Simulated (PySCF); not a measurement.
**How methods differ on the ionisation energy of As⁺**

As⁺ [Ar] 3d10 4s2 4p2 (3P) → As²⁺ [Ar] 3d10 4s2 4p1 (2P), as a difference of total energies. Computed with PySCF 2.14 in cc-pVDZ-PP with ECP10MDF (4s3p2d, 23 functions), with scalar relativity through the core potential. Correlated levels: valence: 3s2 3p6 3d10 frozen. The calculations carry no spin-orbit coupling.

```json
{"method": "UHF", "ionisation energy (eV)": "17.975"}
{"method": "B3LYP", "ionisation energy (eV)": "18.475"}
{"method": "MP2 (valence)", "ionisation energy (eV)": "18.237"}
{"method": "CCSD (valence)", "ionisation energy (eV)": "18.263"}
{"method": "CCSD(T) (valence)", "ionisation energy (eV)": "18.269"}
```

Task: Estimate what SCS-MP2 (valence) gives.

Result: 18.173 eV, closest to MP2 (valence) among the rows shown.

Task: Estimate what TPSS gives.

Result: 18.472 eV, closest to B3LYP among the rows shown.

The reference lies between the lowest fine-structure levels, while these numbers refer to the centres of the terms.

Errors of the correlated levels include the incompleteness of this basis and the frozen core.

For comparison: 18.589 eV (measured; NIST Atomic Spectra Database, ionization energies).
